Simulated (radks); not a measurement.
Q: The table gives one normalised radial function P(r) = r R(r) of Hf10+ in [Xe] 4f6 6s2 (r in bohr). All-electron calculation, scalar-relativistic Kohn-Sham, PBE, spin-polarised, spherical densities, finite nucleus; open shells are filled with parallel spins first (spin-orbit coupling, left out, can overturn this in heavy ions); Fermi nuclear charge, rms radius 5.347 fm. Program: a radial shooting solver on a logarithmic mesh with Libxc functionals.

| r | P |
|---|---|
| 0.002183 | 0.0075 |
| 0.002888 | 0.0120 |
| 0.003852 | 0.0193 |
| 0.005138 | 0.0309 |
| 0.006798 | 0.0482 |
| 0.009067 | 0.0750 |
| 0.01209 | 0.1136 |
| 0.016 | 0.1642 |
| 0.02134 | 0.2274 |
| 0.02824 | 0.2893 |
| 0.03766 | 0.3284 |
| 0.05023 | 0.3013 |
| 0.06646 | 0.1693 |
| 0.08864 | -0.0815 |
| 0.1182 | -0.3595 |
| 0.1564 | -0.4636 |
| 0.2086 | -0.2127 |
| 0.2783 | 0.3225 |
| 0.3682 | 0.6744 |
| 0.4911 | 0.3900 |
| 0.655 | -0.4391 |
| 0.8667 | -1.0956 |
| 1.156 | -1.0875 |
| 1.542 | -0.5945 |
| 2.04 | -0.1851 |
| 2.721 | -0.0270 |
| 3.629 | -0.0015 |
| 4.801 | 0.0000 |

Which n and l does it have? It may be an empty orbital.

A: n = 5, l = 1: the number of nodes gives n - l - 1 = 3, the rise at small r (about r^(l+1), flatter next to the nucleus through relativity) gives l, and the extent must fit the shell. The curve is that of 5p up; the table hardly tells the two spins apart. 5p up: eigenvalue -218.59 eV, 3 radial nodes at r = 0.0816, 0.236, 0.568 bohr, <r> = 1.05 bohr, 90 % of the charge inside 1.49 bohr.
